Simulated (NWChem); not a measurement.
Species: C2H4BNO2; SMILES N1=CB(O)OC1

```xyz
10

O      0.1641    -2.1366     0.0000
B      0.0851    -0.7791     0.0000
C      1.2290     0.3051     0.0000
N      0.6924     1.4876     0.0000
C     -0.7402     1.3246     0.0000
O     -1.0977    -0.0630     0.0000
H     -0.7181    -2.5521     0.0000
H      2.3312     0.2166     0.0000
H     -1.1745     1.8182    -0.8985
H     -1.1745     1.8182     0.8985
```
Atoms are numbered in this order, from 1.

Results from NWChem. Pople sets run with spherical d functions. The geometry was optimised at PBE-D3(BJ)/def2-SVP. Level SCAN/6-31G*: energy and gradient on several grids; changes count from the extra-fine grid, which is no exact limit either.

```tsv
grid	size of the energy change (μHa)	largest change of a gradient component (μHa/bohr)	time, medium = 1 (rough)
xcoarse	8000	9000	about 1
coarse	20000	2000	about 1
medium	4000	2000	about 1
fine	600	1000	about 1
xfine	< 10	< 30	2
```
